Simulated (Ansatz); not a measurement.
Reaction (ligand exchange at a Mg–N bond): `[NH2][Mg][N]([SiH3])[SiH3]` + HBr → `[NH2][Mg][Br]` + `[SiH3]N[SiH3]`

Computed with Ansatz on PBE0-D4/def2-TZVP structures; ΔE is electronic, products minus reactants. CCSD(T)/CBS is the MP2 limit (def2-TZVPP, def2-QZVPP) plus CCSD(T) − MP2 in def2-TZVPP, frozen cores. This one scheme is used for every species. Functionals use def2-TZVPP. For Br, Mg outer-core shells are correlated without core-valence functions, which leaves a few kJ/mol of doubt a bond. Scalar relativity is left out up to krypton. One conformer a species, not always the lowest.

Task: Is it downhill or uphill in electronic energy at CCSD(T)/CBS, and by how much? (Best estimate.)

Result: The calculation gave: Downhill: ΔE = -109.4 kJ/mol.

Task: What do these levels give: r2SCAN-D4, r2SCAN0-D4, ωB97X-V, PBE-QIDH, r2SCAN, r2SCANh, LC-ωPBE, RPA@PBE/def2-TZVPP, CCSD(T)/def2-SVP, MP2/def2-QZVPP, SCS-MP2/def2-QZVPP, HF/CBS(def2)? (An estimate is asked.)

Result: The calculation gave: r2SCAN-D4 -117.2, r2SCAN0-D4 -122.9, ωB97X-V -121.4, PBE-QIDH -121.3, r2SCAN -118.8, r2SCANh -121.2, LC-ωPBE -122.9, RPA@PBE/def2-TZVPP -99.8, CCSD(T)/def2-SVP -110.4, MP2/def2-QZVPP -110.4, SCS-MP2/def2-QZVPP -111.6, HF/CBS(def2) -144.6 kJ/mol.

Largest T1 diagnostic among the species: 0.010.

From r2SCAN to r2SCAN0 (25 % exact exchange), in def2-TZVPP and without D4, ΔE moves by −6.1 kJ/mol. Leaving LDA and LC-ωPBE aside and taking each functional with its dispersion term where it has one, the values, not all of them listed here, spread over 18.3 kJ/mol, from BHLYP-D4 to revPBE-D4. LDA lies +5.3 kJ/mol from PBE without D4.
